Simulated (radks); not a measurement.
Results of a calculation; reference values are marked as such.
How relativity changes the ionisation of neutral silver ([Kr] 4d10 5s1) to Ag+ ([Kr] 4d10). Spin-unpolarised spherical Kohn-Sham, PBEsol, point nucleus unless stated (finite: rms radius 4.5454 fm), a radial shooting solver on a logarithmic mesh with Libxc functionals. A level marked "c x" has the speed of light scaled by that factor.

level                        E(Ag) (hartree)  E(Ag+) (hartree)  IE (eV)   HOMO  <r> HOMO (bohr)
non-rel.                         -5197.18864       -5196.92580    7.152     5s            3.305
scalar-rel.                      -5313.50360       -5313.21894    7.746     5s            3.134
scalar-rel., finite nucleus      -5313.39409       -5313.10944    7.746     5s            3.134
Dirac                            -5314.70810       -5314.42336    7.748  5s1/2            3.134
Dirac, finite nucleus            -5314.59831       -5314.31358    7.748  5s1/2            3.134
Dirac, c x 0.85                  -5363.79086       -5363.49634    8.014  5s1/2            3.067
Dirac, c x 1.25                  -5270.79139       -5270.51508    7.519  5s1/2            3.196
Dirac, c x 10                    -5198.29789       -5198.03486    7.157  5s1/2            3.303

NIST Atomic Spectra Database: 7.576 eV (measured). The relativistic part of the total energy of Ag is -117.4 hartree (Dirac, finite nucleus), 2.3 % of the non-relativistic value. Spin polarisation and multiplet splitting of open shells are left out at every level.

Beside tabulated values, note that relativity, absent from the non-relativistic runs, is large for the heavy elements, and spin-unpolarised runs miss the spin-polarisation part of the exchange energy of open shells.
